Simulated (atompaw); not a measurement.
## Before and after: PAW (atompaw) potential for potassium

K, PAW, made with atompaw 4.2.0.5 (LDA (PW92), scalar-relativistic). Core [Ne], reference 3s2 3p6 3d0 4s0 4p0 (charge +1). Waves: 3s (bound): rc 1.90 bohr; 4s (bound, empty): rc 3.00 bohr; 3p (bound): rc 2.10 bohr; 4p (bound, empty): rc 2.15 bohr; 3d (bound, empty): rc 3.00 bohr; 3d channel at 2.35 Ry: rc 3.00 bohr. Local part: bessel scheme, radius 2.75 bohr. Core correction: smooth core density matched at 2.55 bohr. Augmentation charge: besselshape compensation charge, radius 2.35 bohr; PAW radius 3.00 bohr; waves and projectors: custom rrkj gramschmidtortho.

All-electron outer shells of the reference configuration (LDA (PW92), scalar-relativistic, ld1.x):

| shell | level (eV) | outermost node (bohr) | outermost maximum (bohr) |
| --- | --- | --- | --- |
| 2p | -286.24 | – | 0.26 |
| 3s | -41.36 | 0.48 | 1.07 |
| 3p | -24.97 | 0.45 | 1.15 |
| 4s | -6.12 | 1.56 | 3.42 |
| 3d | -3.89 | – | 1.79 |
| 4p | -3.64 | 1.81 | 4.40 |

Change: all radii scaled by about 0.90 (s 1.70, p 1.88, d 2.70 bohr); local potential bessel scheme, radius 2.46 bohr; augmentation besselshape compensation charge, radius 2.10 bohr; PAW radius 2.70 bohr; waves and projectors: custom rrkj gramschmidtortho; core correction smooth core density matched at 2.28 bohr.

Cutoffs: the cutoffs (Ry, on a coarse ladder) from which the occupation-weighted sum of valence levels, in a spherical-Bessel basis at the reference potential, stays within 10 and 1 mRy of its value at 400 Ry; they do not see the model core or the augmentation charge, which bear on the density cutoff.

What does the change do?

The potential gets harder (18 Ry and 30 Ry → 21 Ry and 35 Ry); neither file shows a bound ghost. A smaller radius makes the pseudo-wave follow the all-electron one further in, where it bends more sharply, so more plane waves are needed.

| quantity | base | changed |
| --- | --- | --- |
| cutoff, loose | 18 Ry | 21 Ry |
| cutoff, tight | 30 Ry | 35 Ry |
| loose cutoff by channel (10 mRy a level) | s 12 Ry, p 15 Ry | s 15 Ry, p 18 Ry |
| bound ghosts | none | none |
| lowest overlap eigenvalue by channel | s 0.48, p 0.21, d 0.88 | s 0.07, p 0.55, d 0.89 |

 The cutoffs see the waves, projectors and local potential, not the compensation charge or the core.
